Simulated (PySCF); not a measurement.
# J couplings in C$_{10}$H$_{13}$N

Bonds (- single, = double, # triple, : aromatic): C1:C2, C2:C3, C3:C4, C4-N5, N5-C6, C6-C7, C7-C8, C8-C9, C4:C10, C10:C11, C11:C1, C9-N5. C1 carries H12; C2 carries H13; C3 carries H14; C6 carries H15, H16; C7 carries H17, H18; C8 carries H19, H20; C9 carries H21, H22; C10 carries H23; C11 carries H24.

Couplings: B3LYP/pcJ-1 (without the spin–dipole term) in PySCF 2.14, geometry PBE0-D3(BJ)/def2-SVP; gas phase, one conformer, non-relativistic. Couplings are averaged over pairs made equivalent by symmetry, fast rotation or ring inversion, so a value needn't be that of the named pair in this geometry, while other rotamers aren't included; one pair stands for each set, and the list holds a selection of those of at least 1.5 Hz over up to four bonds, among pairs with at least one H atom (others weren't computed).

Isotopes: ¹³C, ¹H, ¹⁵N.

| pair | bonds | J (Hz) |
| --- | --- | --- |
| C1, H12 | 1 | 169.0 |
| C2, H13 | 1 | 163.1 |
| C3, H14 | 1 | ? |
| C6, H15 | 1 | ? |
| C7, H17 | 1 | 137.0 |
| C2, H12 | 2 | ? |
| C3, H13 | 2 | 2.3 |
| C7, H15 | 2 | -2.6 |
| C7, H19 | 2 | -2.9 |
| H15, H16 | 2 | -10.1 |
| H17, H18 | 2 | -13.3 |
| C1, H14 | 3 | ? |
| C2, H24 | 3 | ? |
| C3, H12 | 3 | 8.1 |
| C3, H23 | 3 | ? |
| C4, H13 | 3 | 8.8 |
| N5, H17 | 3 | -2.6 |
| C6, H19 | 3 | ? |
| C6, H21 | 3 | 2.0 |
| C7, H21 | 3 | 3.7 |
| H12, H13 | 3 | 8.1 |
| H13, H14 | 3 | 9.2 |
| H15, H18 | 3 | 6.3 |
| H17, H19 | 3 | 7.8 |
| H17, H20 | 3 | 7.2 |
| H14, H23 | 4 | ? |

Estimate the withheld couplings, with signs.

## Answers


- ¹J(C3,H14) = 164.1 Hz (bond length 1.091 Å, sp2 carbon)
- ¹J(C6,H15) = 144.2 Hz (bond length 1.104 Å, sp3 carbon)
- ²J(C2,H12) = 2.2 Hz (angle at C1 121°)
- ³J(C1,H14) = 7.8 Hz (dihedral angle 179°)
- ³J(C2,H24) = 8.8 Hz (dihedral angle 180°)
- ³J(C3,H23) = 5.8 Hz (dihedral angle 179°)
- ³J(C6,H19) = 4.3 Hz (mean over equivalent pairs that range from 0.9 to 7.8 Hz in this conformer)
- ⁴J(H14,H23) = 2.5 Hz
